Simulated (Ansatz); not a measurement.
A nudged elastic band was laid between two geometries of FH + H4Sn (7 atoms, charge 0, multiplicity 1).

Method: Ansatz, RKS PBE-D4/def2-TZVP.

```json
{"movable images": "5", "climbing image": "yes", "spring": "5.0 eV/Å²", "optimiser": "quadratic models (default)", "start path": "through a guess of the saddle point", "force threshold": "0.05 eV/Å", "iteration limit": "60", "end points": "relaxed"}
```

Image 0:

```xyz
7
Properties=species:S:1:pos:R:3
Sn -0.721 -0.460 -0.395
H 0.988 -0.489 -0.092
H -1.067 -1.814 -1.386
H -1.529 -0.576 1.108
H -1.097 1.003 -1.198
H 1.621 0.775 0.737
F 1.805 1.561 1.226
```

Image 6:

```xyz
7
Properties=species:S:1:pos:R:3
Sn -0.969 0.194 -0.429
H 2.248 -1.041 1.128
H -0.346 -1.025 -1.461
H -1.424 -0.374 1.124
H -2.139 1.204 -1.172
H 2.083 -0.340 0.905
F 0.547 1.382 -0.095
```

Problem. What changes between the two ends?

Solution. Bonds broken: Sn1–H2, H6–F7. Bonds formed: Sn1–F7, H2–H6. FH + H4Sn becomes FH3Sn + H2.

Problem. Give the energies along the band, and the barrier.

Solution. It converged. The highest image is number 3 of 0 to 6, 1.00 eV above the first end and 1.33 eV above the last; the last end lies 0.33 eV below the first. A vibrational analysis at the climbing image gives one clearly imaginary mode, 950i cm⁻¹: a first-order saddle point. The orbitals stay closed-shell, which can raise the energy where a bond breaks towards radicals; this wasn't checked here.

| image | path coordinate (Å) | energy (eV) | Sn1–H2 (Å) | H6–F7 (Å) | Sn1–F7 (Å) |
| --- | --- | --- | --- | --- | --- |
| 0 | 0.00 | 0.00 | 1.74 | 0.94 | 3.62 |
| 1 | 0.71 | 0.01 | 1.74 | 0.95 | 3.44 |
| 2 | 1.43 | 0.30 | 1.78 | 0.97 | 2.80 |
| 3 | 2.14 | 1.00 | 2.03 | 1.20 | 2.27 |
| 4 | 2.91 | 0.09 | 2.52 | 1.77 | 2.00 |
| 5 | 3.68 | -0.29 | 3.13 | 2.21 | 1.96 |
| 6 | 4.45 | -0.33 | 3.78 | 2.51 | 1.95 |

Problem. What is the geometry of the highest image?

Solution. 
```xyz
7
Properties=species:S:1:pos:R:3
Sn -0.579 -0.124 -0.210
H 1.251 -0.764 0.380
H -0.518 -1.424 -1.341
H -1.359 -0.516 1.261
H -1.214 1.263 -0.993
H 1.396 0.211 0.488
F 1.024 1.353 0.415
```

Problem. What are the harmonic wavenumbers there?

Solution. 950i, 58, 408, 542, 637, 659, 700, 747, 941, 1115, 1544, 1843, 1858, 1886, 1917 cm⁻¹.

Time of the run: 2 min on 2 threads of Intel(R) Xeon(R) Platinum 8259CL CPU @ 2.50GHz (Skylake/Cascade Lake), on a shared host, peak memory 0.18 GiB.
